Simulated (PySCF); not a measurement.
A GIAO shielding run with PySCF 2.14.0 with density-fitted response routines (density fitting, non-relativistic, gas phase) on SMILES [SiH2]1[C@H](C(C)(C)C)C[SiH2]O1, C$_{6}$H$_{16}$OSi$_{2}$:

```
{"job": {"kind": "nmr", "xc": "PBE0", "basis": "pcSseg-1"}, "charge": 0, "multiplicity": 1}
C     -1.538212     1.596665     0.365501
C     -1.059510     0.151457     0.198597
C     -2.050552    -0.584553    -0.711891
C     -1.057218    -0.522975     1.571677
C      0.341035     0.176664    -0.443738
C      0.962115    -1.208405    -0.711777
Si     2.832758    -0.957343    -0.979473
O      3.014306     0.443287    -0.149559
Si     1.694260     1.227960     0.419825
H     -2.555860     1.619835     0.751210
H     -0.894962     2.135734     1.057299
H     -1.524044     2.117650    -0.589401
H     -3.053661    -0.539498    -0.291900
H     -2.075138    -0.130167    -1.700407
H     -1.777919    -1.631051    -0.821014
H     -0.338257    -0.048970     2.234361
H     -2.044297    -0.444509     2.023650
H     -0.812921    -1.579389     1.494081
H      0.208830     0.646862    -1.428905
H      0.464876    -1.703306    -1.546128
H      0.819682    -1.849319     0.159623
H      3.671252    -1.948147    -0.315591
H      3.205143    -0.689571    -2.365865
H      1.771390     1.151837     1.876122
H      1.785968     2.593401    -0.087161
```

Hardware: 1 thread of an x86-64 server CPU, shared host. The job also computes population analyses, field gradients, ring-centre shieldings.

(1) How large is the calculation?

(2) How long does it take?

Results:

(1) 88 electrons, 247 basis functions and 1325 auxiliary functions.

(2) 56 s of wall time, with 14 SCF cycles and 4 response iterations. Times on a shared host scatter by some tens of per cent.
